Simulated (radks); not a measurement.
The numbers below are computed, except where a source is named.
Ne5+, 5 electrons, occupied as [He] 2s2 2p1 (the NIST ground configuration). Level of theory: Dirac Kohn-Sham, PBE, spin-unpolarised, spherical densities, finite nucleus; open shells fill j = l - 1/2 first; Fermi nuclear charge, rms radius 3.0055 fm (a radial shooting solver on a logarithmic mesh with Libxc functionals).

Normalised radial functions P(r) = r R(r) (large component), r in bohr:

r           2s1/2   2p3/2    3s1/2
0.007019   0.1166  0.0019   0.0547
0.008781   0.1432  0.0030   0.0672
0.01107    0.1763  0.0047   0.0827
0.01385    0.2142  0.0073   0.1005
0.01733    0.2584  0.0113   0.1212
0.02169    0.3087  0.0172   0.1447
0.02713    0.3644  0.0262   0.1708
0.03394    0.4236  0.0397   0.1984
0.0428     0.4847  0.0605   0.2268
0.05355    0.5373  0.0899   0.2509
0.067      0.5745  0.1319   0.2675
0.08382    0.5843  0.1908   0.2706
0.1049     0.5517  0.2708   0.2528
0.1312     0.4605  0.3758   0.2064
0.1641     0.2971  0.5076   0.1247
0.207      0.0460  0.6694   0.0009
0.259     -0.2648  0.8396  -0.1489
0.324     -0.6094  1.0032  -0.3070
0.4053    -0.9322  1.1323  -0.4362
0.5071    -1.1612  1.1910  -0.4854
0.6344    -1.2290  1.1456  -0.4032
0.8       -1.1026  0.9789  -0.1556
1.001     -0.8339  0.7325   0.2026
1.252     -0.5192  0.4649   0.5714
1.567     -0.2566  0.2409   0.8084
1.96      -0.0953  0.0964   0.8110
2.452     -0.0249  0.0279   0.6054
3.092     -0.0039  0.0051   0.3240
3.869     -0.0004  0.0006   0.1244
4.84      0.0000  0.0000   0.0315
6.055     0.0000  0.0000   0.0048

2s1/2: eigenvalue -160.77 eV, 1 radial node at r = 0.215 bohr, <r> = 0.735 bohr, 90 % of the charge inside 1.13 bohr. 2p3/2 (empty): eigenvalue -140.39 eV, 0 radial nodes, <r> = 0.668 bohr, 90 % of the charge inside 1.09 bohr. 3s1/2 (empty): eigenvalue -56.466 eV, 2 radial nodes at r = 0.207, 0.887 bohr, <r> = 1.88 bohr, 90 % of the charge inside 2.73 bohr.
